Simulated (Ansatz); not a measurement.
`[SiH3][B]1[AlH][B]1Cl`. The species carries charge 0 and has multiplicity 1. The geometry is a stationary point of PBE0-D4/def2-TZVP.

```xyz
9

Si   -0.921   -0.837   -0.893
B     0.497    0.478   -0.834
Al    0.246    0.202    1.146
B     1.507    1.409   -0.280
Cl    2.699    2.507    0.281
H    -2.274   -0.429   -1.354
H    -1.167   -1.099    0.638
H    -0.626   -2.204   -1.394
H     0.038   -0.027    2.690
```

Q: What is the dipole moment at B3LYP/def2-TZVPP? (An estimate is asked.)

A: The calculation gave: 2.07 D, with components (-1.16, -1.11, 1.31) D in this frame, pointing from negative to positive charge.

Q: And with PBE, r2SCAN, ωB97M-V? (Estimate.)

A: Ansatz gave: PBE 1.97 D, r2SCAN 2.07 D, ωB97M-V 2.22 D.

Q: Give the Mulliken charges with B3LYP, r2SCAN, PBE in def2-TZVPP. (Estimate.)

A: Computed: 
```
atom  B3LYP  r2SCAN    PBE
 Si1   0.14    0.21   0.08
  B2   0.00   -0.08   0.08
 Al3   0.13    0.19   0.10
  B4   0.07    0.07  -0.02
 Cl5  -0.10   -0.10  -0.08
  H6  -0.05   -0.06  -0.03
  H7  -0.09   -0.09  -0.05
  H8  -0.05   -0.06  -0.03
  H9  -0.06   -0.09  -0.05
```

B3LYP here is the variant with VWN-RPA as its local correlation; programs differ in this.
